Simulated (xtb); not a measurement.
xtb input (GFN1-xTB):

```bash
xtb mol.xyz --gfn 1 --sp --chrg 0 --uhf 0
```
mol.xyz:
```
8

C     -2.74205091    -0.28580796     0.21188152
O     -1.42977780    -0.77773739     0.03368574
Al     0.09887775    -0.11394882    -0.02281775
Cl     0.37673565     1.94369231     0.20350863
Cl     1.73512695    -1.36060519    -0.32235978
H     -3.18944210    -0.75402343     1.09131826
H     -3.34716128    -0.53997548    -0.66106400
H     -2.75994373     0.79959938     0.34607100
```

End of the output:

```
         :::::::::::::::::::::::::::::::::::::::::::::::::::::
         ::                     SUMMARY                     ::
         :::::::::::::::::::::::::::::::::::::::::::::::::::::
         :: total energy             -18.422781984009 Eh    ::
         :: gradient norm              0.023392552260 Eh/a0 ::
         :: HOMO-LUMO gap              5.014268066662 eV    ::
         ::.................................................::
         :: SCC energy               -18.508213648109 Eh    ::
         :: -> electrostatic           0.047854748929 Eh    ::
         :: repulsion energy           0.088228657887 Eh    ::
         :: dispersion energy         -0.002796993787 Eh    ::
         :: halogen bond corr.         0.000000000000 Eh    ::
         :: add. restraining           0.000000000000 Eh    ::
         :: total charge               0.000000000000 e     ::
         :::::::::::::::::::::::::::::::::::::::::::::::::::::

           -------------------------------------------------
          |                Property Printout                |
           -------------------------------------------------

    * Orbital Energies and Occupations

         #    Occupation            Energy/Eh            Energy/eV
      -------------------------------------------------------------
         1        2.0000           -0.9315617             -25.3491
       ...           ...                  ...                  ...
         3        2.0000           -0.7701122             -20.9558
         4        2.0000           -0.6554745             -17.8364
         5        2.0000           -0.5876489             -15.9907
         6        2.0000           -0.5761102             -15.6768
         7        2.0000           -0.5723559             -15.5746
         8        2.0000           -0.5357717             -14.5791
         9        2.0000           -0.4965897             -13.5129
        10        2.0000           -0.4941158             -13.4456
        11        2.0000           -0.4895085             -13.3202
        12        2.0000           -0.4851458             -13.2015
        13        2.0000           -0.4736298             -12.8881
        14        2.0000           -0.4649865             -12.6529
        15        2.0000           -0.4632690             -12.6062 (HOMO)
Note: The following floating-point exceptions are signalling: IEEE_DENORMAL
normal termination of xtb
        16                         -0.2789981              -7.5919 (LUMO)
        17                         -0.1451585              -3.9500
        18                         -0.0933219              -2.5394
        19                         -0.0878727              -2.3911
        20                         -0.0861107              -2.3432
        21                         -0.0580485              -1.5796
        22                         -0.0554141              -1.5079
        23                         -0.0545723              -1.4850
        24                         -0.0529436              -1.4407
        25                         -0.0522990              -1.4231
        26                         -0.0503279              -1.3695
       ...                                ...                  ...
        41                          0.9579216              26.0664
      -------------------------------------------------------------
                  HL-Gap            0.1842710 Eh            5.0143 eV
             Fermi-level           -0.3711336 Eh          -10.0991 eV

  Mulliken/CM5 charges         n(s)   n(p)   n(d)
     1C     0.19052  0.07355   0.960  2.849  0.000
     2O    -0.50355 -0.57249   1.635  4.869  0.000
     3Al    0.51204  0.43529   0.854  0.995  0.638
     4Cl   -0.15437 -0.11309   1.872  5.289 -0.006
     5Cl   -0.11873 -0.07603   1.871  5.254 -0.007
     6H     0.02587  0.08518   0.974  0.000  0.000
     7H     0.02587  0.08518   0.974  0.000  0.000
     8H     0.02235  0.08239   0.978  0.000  0.000

Wiberg/Mayer (AO) data.
largest (>0.10) Wiberg bond orders for each atom

 ---------------------------------------------------------------------------
     #   Z sym  total        # sym  WBO       # sym  WBO       # sym  WBO
 ---------------------------------------------------------------------------
     1   6 C    3.924 --     7 H    0.979     6 H    0.979     8 H    0.968
                             2 O    0.933
     2   8 O    2.190 --     3 Al   1.129     1 C    0.933
     3  13 Al   3.798 --     5 Cl   1.323     4 Cl   1.268     2 O    1.129
     4  17 Cl   1.407 --     3 Al   1.268
     5  17 Cl   1.449 --     3 Al   1.323
     6   1 H    1.012 --     1 C    0.979
     7   1 H    1.012 --     1 C    0.979
     8   1 H    1.005 --     1 C    0.968
 ---------------------------------------------------------------------------

Topologies differ in total number of bonds
Writing topology from bond orders to xtbtopo.mol

 dipole moment from electron density (au)
     X       Y       Z
  -0.9277   0.1592   0.1029  total (Debye):    2.407

           -------------------------------------------------
          | TOTAL ENERGY              -18.422781984009 Eh   |
          | GRADIENT NORM               0.023392552260 Eh/α |
          | HOMO-LUMO GAP               5.014268066662 eV   |
           -------------------------------------------------

------------------------------------------------------------------------
------------------------------------------------------------------------
 total:
 SCF:
```
